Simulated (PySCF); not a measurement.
**Computed properties of ClHSSe, SMILES S[Se]Cl**

Se(Cl)(SH) (ClHSSe), SMILES S[Se]Cl. Geometry: B3LYP-D3(BJ)/def2-TZVP. Other conformers were not sampled. All values are computed for the isolated molecule unless a solvent is named; none is compared with measurement here.

**Structure.** All 6 harmonic modes at B3LYP-D3(BJ)/def2-TZVP (PySCF) are real, so it is a minimum. With heavy atoms numbered as in [Se:1]([Cl:2])[SH:3], the shortest bond between them is Se1–S3 at 2.174 Å and the longest Se1–Cl2 at 2.215 Å.

**Vibrations.** The strongest infrared lines (harmonic, unscaled, degenerate partners summed) lie at 364 cm⁻¹ (49 km/mol, Cl 60 %, Se 34 %), 384 cm⁻¹ (16 km/mol, H 94 %), 410 cm⁻¹ (3 km/mol, S 65 %, Se 26 %, Cl 9 %). The softest mode is at 156 cm⁻¹ and the zero-point energy is 6.8 kcal/mol.

**Electronic structure.** B3LYP/def2-TZVPD (PySCF) places the frontier levels at -6.94 and -2.81 eV, a gap of 4.13 eV, and gives a dipole moment of 1.76 D and a mean polarisability of 68.6 bohr³.

**Excitations.** TDDFT-PBE0/def2-SVPD (PySCF) has S1 at 2.96 eV (419 nm, f = 0.001, dark); the most intense of the 10 singlets computed lies at 6.45 eV (f = 0.11). T1 (TDA) is at 2.23 eV.

**NMR.** GIAO shifts at KT2/pcSseg-2 (PySCF) (non-relativistic, atoms alike by connectivity averaged): ¹H at 5.4 ppm against TMS. Without spin–orbit terms, shifts of atoms bonded to Cl or Br come out too high.
